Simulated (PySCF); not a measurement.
# MP for M along group 14

PBE0 with triple-zeta basis sets in PySCF, for the lowest determinant that a PBE0 search found; no spin–orbit coupling. De refers to high-spin ground-configuration atoms. A positive dipole means M(−)P(+).

```csv
M,basis,state (unpaired electrons),Re (Å),ωe (cm⁻¹),De (eV),μ (D)
Si,def2-TZVPP,doublet (π ↑),2.070,641,3.69,-0.94
Ge,x2c-TZVPPall,doublet (π ↑),2.143,498,3.31,-1.34
Sn,x2c-TZVPPall,doublet (π ↑),2.337,424,2.85,-2.23
Pb,x2c-TZVPPall,doublet (π ↑),2.401,385,2.63,-2.82
```

**Question.** By what factor does the harmonic wavenumber vary along the series?

**Answer.** At PBE0 it runs from 385 cm⁻¹ (PPb) to 641 cm⁻¹ (SiP), a factor of 1.66.

The rows differ in basis set, which adds steps of its own.

Relativity is treated differently too: Si no relativity; Ge spin-free X2C; Sn spin-free X2C; Pb spin-free X2C.

Down a group bonds as a rule get longer and wavenumbers fall, partly through the reduced mass; this series shows no clear exception.

Spin–orbit coupling is left out, which matters for elements this heavy, above all for dissociation energies. States were picked by a PBE0 search and need not be the measured ground states.
